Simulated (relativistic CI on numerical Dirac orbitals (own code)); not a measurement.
**Crystal-field levels of Tm⁴⁺, 4f11**

Calculated by Dirac-Coulomb-Breit CI, orbitals from a KLI potential per configuration, QED by a radiative potential, one configuration in a parametric crystal field, unscaled Slater integrals (own radial code). With so little scaling, terms lie 10 to 35 % too far apart, which can change the order of excited levels.

Field parameters in Wybourne normalisation; cubic f-shell fields have B⁴₄ = √(5/14) B⁴₀ and B⁶₄ = −√(7/2) B⁶₀. The field is a parameter set, without covalency.

S and J are read from ⟨S²⟩ = S(S + 1) and ⟨J²⟩ = J(J + 1) of each level; they are not fictitious spins.

Oh, B40 = -1310, B60 = 350 cm⁻¹, the lowest 10 levels:

| E (cm⁻¹) | Degeneracy | Irrep | S | J |
| --- | --- | --- | --- | --- |
| 0.0 | 2 | Γ7 | 1.48 | 7.50 |
| 25.1 | 2 | Γ6 | 1.48 | 7.50 |
| 34.2 | 4 | Γ8 | 1.48 | 7.50 |
| 325 | 4 | Γ8 | 1.48 | 7.50 |
| 347 | 4 | Γ8 | 1.48 | 7.50 |
| 7615 | 4 | Γ8 | 1.49 | 6.50 |
| 7629 | 2 | Γ7 | 1.49 | 6.50 |
| 7778 | 2 | Γ7 | 1.49 | 6.50 |
| 7797 | 4 | Γ8 | 1.49 | 6.50 |
| 7818 | 2 | Γ6 | 1.49 | 6.50 |

Principal g values of the ground doublet: 6.80, 6.80, 6.80.

Oh, B40 = 1850, B60 = 1230 cm⁻¹, the lowest 10 levels:

```json
{"E (cm⁻¹)": "0.0", "Degeneracy": "2", "Irrep": "Γ7", "S": "1.48", "J": "7.50"}
{"E (cm⁻¹)": "320", "Degeneracy": "4", "Irrep": "Γ8", "S": "1.48", "J": "7.50"}
{"E (cm⁻¹)": "671", "Degeneracy": "4", "Irrep": "Γ8", "S": "1.48", "J": "7.50"}
{"E (cm⁻¹)": "768", "Degeneracy": "2", "Irrep": "Γ6", "S": "1.48", "J": "7.50"}
{"E (cm⁻¹)": "1302", "Degeneracy": "4", "Irrep": "Γ8", "S": "1.48", "J": "7.49"}
{"E (cm⁻¹)": "7991", "Degeneracy": "2", "Irrep": "Γ7", "S": "1.49", "J": "6.50"}
{"E (cm⁻¹)": "8101", "Degeneracy": "4", "Irrep": "Γ8", "S": "1.49", "J": "6.49"}
{"E (cm⁻¹)": "8136", "Degeneracy": "2", "Irrep": "Γ6", "S": "1.49", "J": "6.50"}
{"E (cm⁻¹)": "8321", "Degeneracy": "4", "Irrep": "Γ8", "S": "1.49", "J": "6.49"}
{"E (cm⁻¹)": "8537", "Degeneracy": "2", "Irrep": "Γ7", "S": "1.49", "J": "6.49"}
```

Principal g values of the ground doublet: 6.85, 6.85, 6.85.

D4h, B20 = 2260, B40 = 1680, B44 = -770, B60 = -380, B64 = 980 cm⁻¹, the lowest 16 levels:

```csv
E (cm⁻¹),Degeneracy,Irrep,S,J
0.0,2,Γ7,1.48,7.50
62.4,2,Γ6,1.48,7.50
205,2,Γ6,1.48,7.50
322,2,Γ7,1.48,7.50
420,2,Γ6,1.48,7.50
466,2,Γ7,1.48,7.50
679,2,Γ7,1.48,7.50
843,2,Γ6,1.48,7.50
7683,2,Γ7,1.49,6.50
7737,2,Γ6,1.49,6.50
7857,2,Γ6,1.49,6.50
7893,2,Γ6,1.49,6.50
7900,2,Γ7,1.49,6.50
8054,2,Γ7,1.49,6.50
8291,2,Γ7,1.49,6.50
12219,2,Γ7,1.40,5.50
```

Principal g values of the ground doublet: 2.48, 8.89, 8.89.

D4h, B20 = 60, B40 = 2120, B44 = 260, B60 = -570, B64 = -260 cm⁻¹, the lowest 10 levels:

```json
{"E (cm⁻¹)": "0.0", "Degeneracy": "2", "Irrep": "Γ6", "S": "1.48", "J": "7.50"}
{"E (cm⁻¹)": "32.0", "Degeneracy": "2", "Irrep": "Γ6", "S": "1.48", "J": "7.50"}
{"E (cm⁻¹)": "86.5", "Degeneracy": "2", "Irrep": "Γ7", "S": "1.48", "J": "7.50"}
{"E (cm⁻¹)": "137", "Degeneracy": "2", "Irrep": "Γ7", "S": "1.48", "J": "7.50"}
{"E (cm⁻¹)": "275", "Degeneracy": "2", "Irrep": "Γ7", "S": "1.48", "J": "7.50"}
{"E (cm⁻¹)": "344", "Degeneracy": "2", "Irrep": "Γ7", "S": "1.48", "J": "7.50"}
{"E (cm⁻¹)": "353", "Degeneracy": "2", "Irrep": "Γ6", "S": "1.48", "J": "7.50"}
{"E (cm⁻¹)": "416", "Degeneracy": "2", "Irrep": "Γ6", "S": "1.48", "J": "7.50"}
{"E (cm⁻¹)": "7627", "Degeneracy": "2", "Irrep": "Γ6", "S": "1.49", "J": "6.50"}
{"E (cm⁻¹)": "7631", "Degeneracy": "2", "Irrep": "Γ6", "S": "1.49", "J": "6.50"}
```

Principal g values of the ground doublet: 0.67, 0.67, 10.75.

D3d, B20 = 2660, B40 = -650, B43 = 400, B60 = 160, B63 = -180, B66 = -790 cm⁻¹, the lowest 10 levels:

```json
{"E (cm⁻¹)": "0.0", "Degeneracy": "2", "Irrep": "Γ4", "S": "1.48", "J": "7.50"}
{"E (cm⁻¹)": "30.5", "Degeneracy": "2", "Irrep": "Γ5+Γ6", "S": "1.48", "J": "7.50"}
{"E (cm⁻¹)": "66.6", "Degeneracy": "2", "Irrep": "Γ4", "S": "1.48", "J": "7.50"}
{"E (cm⁻¹)": "423", "Degeneracy": "2", "Irrep": "Γ4", "S": "1.48", "J": "7.50"}
{"E (cm⁻¹)": "462", "Degeneracy": "2", "Irrep": "Γ5+Γ6", "S": "1.48", "J": "7.50"}
{"E (cm⁻¹)": "510", "Degeneracy": "2", "Irrep": "Γ4", "S": "1.48", "J": "7.50"}
{"E (cm⁻¹)": "580", "Degeneracy": "2", "Irrep": "Γ4", "S": "1.48", "J": "7.50"}
{"E (cm⁻¹)": "689", "Degeneracy": "2", "Irrep": "Γ5+Γ6", "S": "1.48", "J": "7.50"}
{"E (cm⁻¹)": "7637", "Degeneracy": "2", "Irrep": "Γ4", "S": "1.49", "J": "6.50"}
{"E (cm⁻¹)": "7679", "Degeneracy": "2", "Irrep": "Γ5+Γ6", "S": "1.49", "J": "6.50"}
```

Principal g values of the ground doublet: 0.66, 9.26, 9.26.

The next free-ion level lies 7542 cm⁻¹ above the lowest; the field splits the ground level into components whose J stays near 15/2 as long as their spread is small against that gap.

Levels of this model without a field, named by their leading LS term: 4I°_15/2 0, 4I°_13/2 7542, 4I°_11/2 11995, 4I°_9/2 15004, 4F°_9/2 20392, 2H°_11/2 24441, 4S°_3/2 25411, 4F°_7/2 27398 cm⁻¹.
